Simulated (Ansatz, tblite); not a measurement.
Removing and adding an electron: (H3Ge)2CH2 (CH₈Ge₂). Charge 0, multiplicity 1. Geometry: r2SCAN-D4/def2-SVP. Ansatz, gas phase; energy differences of separate SCF runs; the oxidised species was run as a doublet alone; the reduced species was run as a doublet alone.

```
atom   x (Å)   y (Å)   z (Å)
 Ge1   0.776  -1.460   0.189
  H2   0.506  -2.897  -0.290
  H3   0.804  -1.444   1.726
  H4   2.150  -1.009  -0.335
  C5  -0.615  -0.248  -0.466
 Ge6  -0.396   1.613   0.099
  H7  -0.436   1.701   1.634
  H8   0.957   2.154  -0.392
  H9  -1.522   2.487  -0.480
 H10  -1.596  -0.612  -0.117
 H11  -0.628  -0.286  -1.568
```

The xTB rows come from tblite.

```csv
level,−HOMO (eV),vertical IE (eV),−LUMO (eV),vertical EA (eV),HOMO–LUMO gap (eV),IE − EA (eV),remarks
GFN1-xTB,12.32,14.87,7.67,4.49,4.65,10.38,–
PBE-D4/def2-TZVP,7.29,10.15,0.36,–,6.93,–,–
PBE-D4/def2-TZVPD,7.29,–,0.69,-0.92,6.60,–,HOMO above zero (-1 doublet)
r2SCAN-D4/def2-TZVPD,7.56,–,0.16,-1.08,7.39,–,HOMO above zero (-1 doublet)
```

Task: Estimate the rows for GFN2-xTB, r2SCAN-D4/def2-TZVP, PBE0-D4/def2-TZVP, PBE0-D4/def2-TZVPD.

Result: 
| level | −HOMO (eV) | vertical IE (eV) | −LUMO (eV) | vertical EA (eV) | HOMO–LUMO gap (eV) | IE − EA (eV) | remarks |
| --- | --- | --- | --- | --- | --- | --- | --- |
| GFN2-xTB | 11.31 | 14.07 | 3.69 | 0.82 | 7.61 | 13.25 | – |
| r2SCAN-D4/def2-TZVP | 7.57 | 10.25 | -0.06 | – | 7.63 | – | – |
| PBE0-D4/def2-TZVP | 8.47 | 10.39 | -0.40 | – | 8.88 | – | – |
| PBE0-D4/def2-TZVPD | 8.47 | – | 0.02 | -1.08 | 8.45 | – | HOMO above zero (-1 doublet) |

   A HOMO above zero means that the electron is unbound at that level or that self-interaction error raises the level; the energy of removing that electron tells which. Raw xTB energy differences between charge states are shifted by several eV; the methods need an empirical correction for them. A negative affinity means that the extra electron isn't bound; its size then hangs on the basis.
